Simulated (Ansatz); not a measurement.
`O[SiH](O)N[SiH](F)F` + `[OH][AlH2]` → `O[SiH](O)[O][AlH2]` + `N[SiH](F)F`  (ligand exchange at the Si–N bond)

Gas-phase electronic energies from Ansatz, PBE0-D4/def2-TZVP geometries. CCSD(T)/CBS is the MP2 limit (def2-TZVPP, def2-QZVPP) plus CCSD(T) − MP2 in def2-TZVPP, frozen cores. This one scheme is used for every species. DFT in def2-TZVPP. Each species was taken in one conformer, which may not be the lowest.

```csv
level,ΔE (kJ/mol)
B2PLYP,-65.1
HF/CBS(def2),-79.4
```

Question: What does CCSD(T)/CBS give? (Best estimate.)

Answer: The calculation gave: -60.9 kJ/mol. The listed levels differ from it by -4.2, -18.5 kJ/mol.

Largest T1 diagnostic among the species: 0.012.

From PBE to PBE0 (25 % exact exchange), in def2-TZVPP and without D4, ΔE moves by −3.6 kJ/mol. The D4 term adds +5.9 kJ/mol with B3LYP and +3.3 kJ/mol with PBE0; it sums over pairs of atoms, weighted by their polarisabilities, and B3LYP, whose exchange is more repulsive, gets the larger term.

B3LYP here is the variant with VWN-RPA as its local correlation; programs differ in this.
